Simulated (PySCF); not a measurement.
# Excitation energy of Cu²⁺ by level of theory

Cu²⁺ [Ar] 3d9 (2D) → Cu²⁺ [Ar] 3d8 4s1 (4F), as a difference of total energies. Calculation: PySCF 2.14, in aug-cc-pwCVTZ-DK with one added diffuse shell each of s, p, d, f, g type (11s10p8d5f4g, 152 functions); the spin-free X2C one-electron Hamiltonian (Gaussian nucleus). Correlated levels: valence: [Ar] frozen; valence and next inner shell: [Ne] frozen; nothing frozen. The calculations carry no spin-orbit coupling.

```json
{"method": "UHF", "excitation energy (cm⁻¹)": "46377"}
{"method": "LDA", "excitation energy (cm⁻¹)": "62445"}
{"method": "PBE", "excitation energy (cm⁻¹)": "58951"}
{"method": "PBE0", "excitation energy (cm⁻¹)": "57689"}
{"method": "r2SCAN", "excitation energy (cm⁻¹)": "54079"}
{"method": "MP2 (valence)", "excitation energy (cm⁻¹)": "62533"}
{"method": "SCS-MP2 (valence)", "excitation energy (cm⁻¹)": "62365"}
{"method": "MP2 (valence and next inner shell)", "excitation energy (cm⁻¹)": "65808"}
{"method": "SCS-MP2 (valence and next inner shell)", "excitation energy (cm⁻¹)": "64452"}
{"method": "MP2 (all electrons)", "excitation energy (cm⁻¹)": "66055"}
{"method": "SCS-MP2 (all electrons)", "excitation energy (cm⁻¹)": "64579"}
```

A first-order spin-orbit estimate (lowest level to lowest level, LS coupling) adds -0.069 eV.
